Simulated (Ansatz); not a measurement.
Program: Ansatz. Geometries: PBE0-D4/def2-TZVP. ΔE: electronic, gas phase. CCSD(T)/CBS is the MP2 limit (def2-TZVPP, def2-QZVPP) plus CCSD(T) − MP2 in def2-TZVPP, frozen cores. This one scheme is used for every species. DFT in def2-TZVPP. HSE06 is defined as in plane-wave codes. Each species was taken in one conformer, which may not be the lowest.

`O=C[SiH](Cl)O[SiH3]` + H₂O → `O=C[SiH](O)Cl` + silanol  (formal hydrolysis of the Si–O bond)

| level | ΔE (kJ/mol) | difference from CCSD(T)/CBS |
| --- | --- | --- |
| PBE-D4 | 13.7 | -8.2 |
| revPBE-D4 | 16.3 | -5.6 |
| BLYP-D4 | 19.2 | -2.7 |
| HSE06-D4 | 16.7 | -5.2 |
| CAM-B3LYP-D4 | 18.7 | -3.2 |
| B2PLYP | 14.5 | -7.4 |
| PBE-QIDH | 16.3 | -5.6 |
| revPBE | 5.8 | -16.1 |
| CAM-B3LYP | 12.2 | -9.7 |
| HF/def2-SVP | 23.5 | 1.6 |
| MP2/def2-SVP | 20.7 | -1.2 |
| CCSD/def2-SVP | 22.3 | 0.4 |
| HF/def2-TZVPP | 18.4 | -3.5 |
| MP2/def2-TZVPP | 19.9 | -2.0 |
| SCS-MP2/def2-TZVPP | 19.7 | -2.2 |
| SCS-MP2/def2-QZVPP | 21.2 | -0.7 |
| CCSD(T)/CBS | 21.9 | 0 |

Largest T1 diagnostic among the species: 0.014.

Leaving LDA and LC-ωPBE aside and taking each functional with its dispersion term where it has one, the values, not all of them listed here, spread over 11.0 kJ/mol, from PBE-D4 to BHLYP-D4. From BLYP to BHLYP (50 % exact exchange), in def2-TZVPP and without D4, ΔE moves by +7.6 kJ/mol. The D4 term adds +10.2 kJ/mol with B3LYP and +6.0 kJ/mol with PBE0; it sums over pairs of atoms, weighted by their polarisabilities, and B3LYP, whose exchange is more repulsive, gets the larger term.

B3LYP here is the variant with VWN-RPA as its local correlation; programs differ in this.
